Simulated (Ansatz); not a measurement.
Two isomers of C2H6ClGeN: A = `N/C(Cl)=[CH]/[GeH3]`, B = `[CH3][GeH2][C](=N)Cl`.

Isolated molecules relaxed with PBE0-D4/def2-TZVP in Ansatz; ΔE leaves out vibrations. CBS: MP2 limit from def2 TZ/QZ plus the TZ coupled-cluster correction, frozen cores. DFT in def2-TZVPP. B3LYP here is the variant with VWN-RPA as its local correlation; programs differ in this. For Ge outer-core shells are correlated without core-valence functions, which leaves a few kJ/mol of doubt a bond. Scalar relativity is left out up to krypton. One conformer a species, not always the lowest.

Problem. Which is lower in electronic energy at CCSD(T)/CBS, and by how much? (Estimate.)

Solution. Ansatz gave: B, by 30.8 kJ/mol.

Problem. Give E(B) − E(A) in kJ/mol with B3LYP, PBE0-D4, MP2/def2-TZVPP, B2PLYP, CCSD(T)/def2-TZVPP, ωB97M-V, CCSD/def2-TZVPP. (Best estimate.)

Solution. Computed: B3LYP -30.8, PBE0-D4 -23.0, MP2/def2-TZVPP -30.0, B2PLYP -31.6, CCSD(T)/def2-TZVPP -34.7, ωB97M-V -28.3, CCSD/def2-TZVPP -33.8. None reverses the order clearly.

Largest T1 diagnostic: 0.012.

From PBE to PBE0 (25 % exact exchange), in def2-TZVPP and without D4, E(B) − E(A) moves by +5.4 kJ/mol.
